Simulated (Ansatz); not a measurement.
A made-up structure of SiH3TeO (charge -1), singlet:

O1  (-1.965, 0.100, 0.162)
Si2  (-0.575, -0.082, -0.495)
Te3  (1.440, -0.655, 1.094)
H4  (-0.335, -1.265, -1.409)
H5  (-1.767, -0.757, 0.571)
H6  (1.414, 0.808, 1.879)
(Å)

It is relaxed with PBE-D4/def2-SVPD and then PBE0-D4/def2-TZVPD (Ansatz 0.2.0). Atoms count as bonded within 1.22 times the sum of their covalent radii (H–H: 0.88 Å). The end point is not checked to be a true minimum.

**Question.** Does its bonding change? (Judge from chemistry; the calculation decides.)

**Answer.** By the calculation: No: no bond forms or breaks.

Where it ends: The first stage lowers the energy by 2.09 eV in 12 steps. It ends as SiH₃TeO ([OH][SiH][TeH]), total charge -1:
```tsv
atom	x (Å)	y (Å)	z (Å)
O1	-1.9554	-0.0526	0.1560
Si2	-0.4803	0.1794	-0.6978
Te3	1.3215	-0.6525	1.0987
H4	-0.2783	-1.2537	-1.2706
H5	-1.9812	-0.8753	0.6500
H6	1.5851	0.8035	1.8651
```

Labels in which every atom is bracketed show which atoms are joined, not bond orders.

For scale, one of the runs: PBE0-D4/def2-TZVPD relaxation, 169 basis functions, launched by `ansatz run in.yaml --threads 2 --pin off --events-out ev --progress --plain --max-ram 4352MiB`. The run took about 50 s on 2 CPU threads of an Arm Neoverse V1 (shared host).
